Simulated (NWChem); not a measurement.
System: PH, triplet; SMILES [PH]

NWChem input:

```
start job
memory heap 200 mb stack 900 mb global 1100 mb
geometry units angstroms noautosym nocenter noautoz
  P      0.000000     0.000000    -0.106552
  H      0.000000     0.000000     1.330555
end
basis spherical
  * library 6-311g**
end
dft
  odft
  mult 3
  xc pbe0
  iterations 150
end
cosmo
  do_cosmo_smd true
  solvent water
end
task dft energy
```

Output (shortened):

```
             Northwest Computational Chemistry Package (NWChem) 7.3.0
             --------------------------------------------------------

                             Geometry "geometry" -> ""
                             -------------------------

 Output coordinates in angstroms (scale by  1.889725989 to convert to a.u.)

  No.       Tag          Charge          X              Y              Z
 ---- ---------------- ---------- -------------- -------------- --------------
    1 P                   15.0000     0.00000000     0.00000000    -0.10655200
    2 H                    1.0000     0.00000000     0.00000000     1.33055500

 Effective nuclear repulsion energy (a.u.)       5.5233595933

                                 NWChem DFT Module
                                 -----------------

 Summary of "ao basis" -> "ao basis" (spherical)
 ------------------------------------------------------------------------------
       Tag                 Description            Shells   Functions and Types
 ---------------- ------------------------------  ------  ---------------------
 P                          6-311g**                12       26   6s5p1d
 H                          6-311g**                 4        6   3s1p

 in cosmo_initialize ...
 calling solv_data for solv:h2o

 solvent parameters
 solvname_short: h2o
 solvname_long:  water
 dielec:       78.4000
 dielecinf:     1.7769
 aqueous SMD model solvent descriptors
 dielec:       78.4000
 sola:          0.8200

          ---------------
          -cosmo- solvent
          ---------------
 Cosmo: York-Karplus, doi: 10.1021/jp992097l
 dielectric constant -eps-     =  78.40
 screen = (eps-1)/(eps    )    =   0.98724
 surface charge correction     = lagrangian

   van der Waals surface
 --------------------------

[...]

                                COSMO-SMD solvation results
                                ---------------------------

             internal energy in gas <Psi(g)|H|Psi(g)> =      -341.750790209441
         internal energy in solvent <Psi(s)|H|Psi(s)> =      -341.750520512690
                               delta internal energy  =         0.000269696750 (    0.17 kcal/mol)
   total free energy in solvent <Psi(s)|H+V/2|Psi(s)> =      -341.751598052013
 polarization energy contribution <Psi(s)|V/2|Psi(s)> =        -0.001077539323 (   -0.68 kcal/mol)
    total free energy in solvent including G(SMD-CDS) =      -341.750408255410
                       G(SMD-CDS) energy contribution =         0.001189796604 (    0.75 kcal/mol)
     1 M fixed-concentration free energy of solvation =         0.000381954031 (    0.24 kcal/mol)

                    DFT Final Alpha Molecular Orbital Analysis
                    ------------------------------------------

 Vector    7  Occ=1.000000D+00  E=-3.606355D-01
              MO Center=  1.1D-09,  1.3D-09,  1.6D-01, r^2= 1.9D+00
   Bfn.  Coefficient  Atom+Function         Bfn.  Coefficient  Atom+Function
  ----- ------------  ---------------      ----- ------------  ---------------
    18     -0.413292  1 P  pz                 6      0.378268  1 P  s
    28     -0.290060  2 H  s                  5      0.206677  1 P  s
    29     -0.172642  2 H  s                 15     -0.160361  1 P  pz
    27     -0.150690  2 H  s                 12      0.142550  1 P  pz
     4     -0.132849  1 P  s                 21     -0.121107  1 P  pz

 Vector    8  Occ=1.000000D+00  E=-2.730212D-01
              MO Center= -7.3D-10, -7.5D-10, -8.7D-02, r^2= 1.9D+00
   Bfn.  Coefficient  Atom+Function         Bfn.  Coefficient  Atom+Function
  ----- ------------  ---------------      ----- ------------  ---------------
    17      0.460041  1 P  py                16      0.450814  1 P  px
    20      0.236791  1 P  py                19      0.232041  1 P  px
    14      0.141877  1 P  py                13      0.139031  1 P  px
    11     -0.129684  1 P  py                10     -0.127083  1 P  px
     8     -0.075850  1 P  py                 7     -0.074328  1 P  px

 Vector    9  Occ=1.000000D+00  E=-2.730212D-01
              MO Center= -3.7D-10,  1.6D-10, -8.7D-02, r^2= 1.9D+00
   Bfn.  Coefficient  Atom+Function         Bfn.  Coefficient  Atom+Function
  ----- ------------  ---------------      ----- ------------  ---------------
    16      0.460041  1 P  px                17     -0.450814  1 P  py
    19      0.236791  1 P  px                20     -0.232041  1 P  py
    13      0.141877  1 P  px                14     -0.139031  1 P  py
    10     -0.129684  1 P  px                11      0.127083  1 P  py
     7     -0.075850  1 P  px                 8      0.074328  1 P  py

 Vector   10  Occ=0.000000D+00  E= 3.095754D-02
              MO Center= -9.2D-11,  2.1D-09, -1.2D-01, r^2= 4.6D+00
   Bfn.  Coefficient  Atom+Function         Bfn.  Coefficient  Atom+Function
  ----- ------------  ---------------      ----- ------------  ---------------
    29      1.708087  2 H  s                 21     -1.198863  1 P  pz
     6     -1.064575  1 P  s                 18     -0.387780  1 P  pz
    28      0.221332  2 H  s                  5     -0.177957  1 P  s
    27      0.126146  2 H  s                  4      0.122201  1 P  s
    24      0.121343  1 P  d  0              12      0.076377  1 P  pz

[...]
```

Level: PBE0/6-311G** (spherical d), spin-unrestricted, SMD on the gas-phase geometry. Structure relaxed at the PBE0/def2-SVP, spin-unrestricted level. No stability test was run on the SCF state. Solvent: water.
